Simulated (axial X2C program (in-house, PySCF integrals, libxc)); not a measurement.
# Worked dissociation energy of MgBr⁺: PBE0, without spin–orbit coupling

Computed with an axial X2C code built on PySCF integrals. Spin-free means the one-electron spin-free X2C Hamiltonian. Basis: Br dyall-cv3z [8s9p6d4f1g], Mg dyall-cv3z [9s8p6d3f] (cores contracted in-house); Gaussian nuclei, density fitting, unrestricted open shells. Masses: Br 78.918 u, Mg 23.985 u.

Molecular state: M_S = 0, Λ = 0 (closed shell).

```
E(Br) (2M_S = 1, M_L = 0)  : -2606.010777 hartree
E(Mg+) (2M_S = 1, M_L = 0) : -200.003121 hartree
E(MgBr⁺) at Re             : -2806.115519 hartree
ωe                         : 450.6 cm⁻¹
ωexe                       : 1.5 cm⁻¹
```

Task: Work out De and D0.

Result: De = -2606.010777 + (-200.003121) − (-2806.115519) = 0.10162 hartree = 2.765 eV. The zero-point energy is ωe/2 − ωexe/4 = 225 cm⁻¹ = 0.028 eV, so D0 = 2.737 eV.

Occupations by symmetry block were frozen at the best pattern of an incomplete PBE0 search. Closed shells are restricted here (equal orbitals for both partners); the stretched side of such a curve lies too high. De is counted from the lowest determinant-based energies of the atoms at the same level, without counterpoise correction. Spin-free De lacks the spin–orbit lowering of the heavy p-block atom, a tenth of an eV or more for 4p and 5p, up to an eV for 6p and one to two eV for 7p atoms, less what an open-shell molecule gains itself.

Each atomic determinant is the lowest at this level and need not be a pure term. Totals compare only within one Hamiltonian and basis.
